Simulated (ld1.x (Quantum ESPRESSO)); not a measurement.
# tantalum: one change to an RRKJ potential, before and after

tantalum (Ta), norm-conserving RRKJ (Kleinman–Bylander form), made with ld1.x (Quantum ESPRESSO) 7.5 (PBE, scalar-relativistic). Core [Kr] 4d10 4f14 5s2, reference 5p6 5d3 6s2 6p0. Waves: 6s (bound): rc 2.65 bohr; 5p (bound): rc 2.10 bohr; 5d (bound): rc 2.00 bohr. Local part: all-electron potential smoothed inside 2.00 bohr (lloc = -1). Core correction: a·sin(br)/r model core, default radius (core density twice the valence density). rho0 = 0.02.

All-electron outer shells of the reference configuration (PBE, scalar-relativistic, ld1.x):

| shell | level (eV) | outermost node (bohr) | outermost maximum (bohr) |
| --- | --- | --- | --- |
| 5s | -73.00 | 0.54 | 0.98 |
| 5p | -39.40 | 0.58 | 1.13 |
| 4f | -24.70 | – | 0.44 |
| 6s | -5.44 | 1.32 | 2.78 |
| 5d | -3.59 | 0.65 | 1.58 |
| 6p | -1.39 | 1.60 | 3.89 |

Change: local potential all-electron potential smoothed inside 2.84 bohr (lloc = -1).

Cutoffs: the cutoffs (Ry, on a coarse ladder) from which the occupation-weighted sum of valence levels, in a spherical-Bessel basis at the reference potential, stays within 10 and 1 mRy of its value at 400 Ry; they do not see the model core or the augmentation charge, which bear on the density cutoff. Errors are all-electron minus pseudo energies relative to the spin-unpolarised reference configuration.

How do hardness, ghosts and transferability respond?

The potential gets neither clearly harder nor softer (25 Ry and 30 Ry → 25 Ry and 30 Ry); the bound ghost in s disappears; of the 7 tests that both files solve, the error grows in 2 and shrinks in 3 by more than 15 % and 0.3 meV (median size 27.9 → 41.5 meV). In the separable form a ghost depends on how the local part lies against the semilocal potential of the channel, so the choice of the local part can create or remove one.

| quantity | base | changed |
| --- | --- | --- |
| cutoff, loose | 25 Ry | 25 Ry |
| cutoff, tight | 30 Ry | 30 Ry |
| loose cutoff by channel (10 mRy a level) | s 18 Ry, p 18 Ry, d 21 Ry | s 15 Ry, p 18 Ry, d 21 Ry |
| bound ghosts | s | none |
| error for 5p6 5d3 6s1 6p0, meV [ΔE 8.47 eV] | -7.3 | -5.6 |
| error for 5p6 5d3 6s0 6p0, meV [ΔE 23.44 eV] | -28 | -31 |
| error for 5p6 5d2 6s0 6p0, meV [ΔE 47.04 eV] | -16 | -41 |
| error for 5p6 5d3 6s1.5 6p0, meV [ΔE 3.46 eV] | -2.1 | -1.7 |
| error for 5p6 5d1 6s0 6p0, meV [ΔE 82.09 eV] | -56 | -135 |
| error for 5p6 5d2 6s2 6p1, meV [ΔE 2.99 eV] | +265 | -212 |
| error for 5p6 5d3 6s1 6p1, meV [ΔE 4.18 eV] | +206 | -182 |

 A true bound ghost makes a file unfit for plane-wave use even where its test errors are small: the radial tests pick states by their node count and pass the ghost by.
